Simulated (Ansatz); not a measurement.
All values below come from frozen-core CCSD(T)/cc-pVQZ // PBE0-D3(BJ)/def2-TZVP (Ansatz, a quantum-chemistry and plane-wave program). The restricted HF reference is unstable towards unrestricted orbitals.

Ansatz 0.2 input:
```yaml
crystal:
  periodic: [false, false, false]
  atoms:
    - { symbol: Cl, position_ang: [2.122833, 1.485146, 0.546359] }
    - { symbol: Si, position_ang: [0.959008, -0.201176, 0.542712] }
    - { symbol: Si, position_ang: [-0.960933, -0.152378, -0.55506] }
    - { symbol: Cl, position_ang: [-2.10628, 1.542692, -0.44066] }
    - { symbol: H, position_ang: [1.819399, -1.35429, 0.158572] }
    - { symbol: H, position_ang: [-1.834027, -1.319993, -0.251925] }
basis:
  gaussian: { orbitals: cc-pVQZ }
correlation:
  method: ccsd_t
```

Output:

```
Functional definition: HF
1776 factors; integrals over basis functions are off by at most 1.0e-3 eV
mean field evaluation 1: about -40765.0256 eV, gradient 1.6e1 eV
mean field evaluation 2: about -40765.1443 eV, gradient 1.6e1 eV
mean field evaluation 4: about -40766.3432 eV, gradient 2.4e0 eV
mean field evaluation 8: about -40766.3776 eV, gradient 1.5e-1 eV
mean field evaluation 16: about -40766.0388 eV, gradient 6.8e0 eV
mean field -40766.37785071 eV, -1498.1367535702 hartree, gradient 8.4e-6 eV, S^2 0.000000; 0 other end points of the search recorded, 0 dependent functions left out; unrestricted orbitals would lower it
20 core orbitals not correlated
reference -40766.37785071 eV, -1498.1367535702 hartree; 12, 12 occupied and 264, 264 virtual orbitals, 1776 factors
second order -17.99164458 eV of doubles, -0.00000000 eV of singles
cycle   1  -18.80693851 eV  change   -8.2e-1 eV  update   1.0e-1
cycle   2  -19.27666287 eV  change   -4.7e-1 eV  update   3.7e-2
cycle   3  -19.38960305 eV  change   -1.1e-1 eV  update   2.0e-2
cycle   4  -19.37312874 eV  change    1.6e-2 eV  update   6.9e-3
cycle   5  -19.37003730 eV  change    3.1e-3 eV  update   3.0e-3
cycle   6  -19.37126819 eV  change   -1.2e-3 eV  update   1.1e-3
cycle   7  -19.37122429 eV  change    4.4e-5 eV  update   4.5e-4
cycle   8  -19.37134375 eV  change   -1.2e-4 eV  update   1.9e-4
cycle   9  -19.37140785 eV  change   -6.4e-5 eV  update   7.0e-5
cycle  10  -19.37135812 eV  change    5.0e-5 eV  update   2.5e-5
cycle  11  -19.37135934 eV  change   -1.2e-6 eV  update   9.9e-6
perturbative correction -1.02428593 eV, -0.0376418136 hartree
Total energy: -40786.77349598 eV, -1498.8862797093 hartree
```

Cost: very roughly 28 core-minutes.
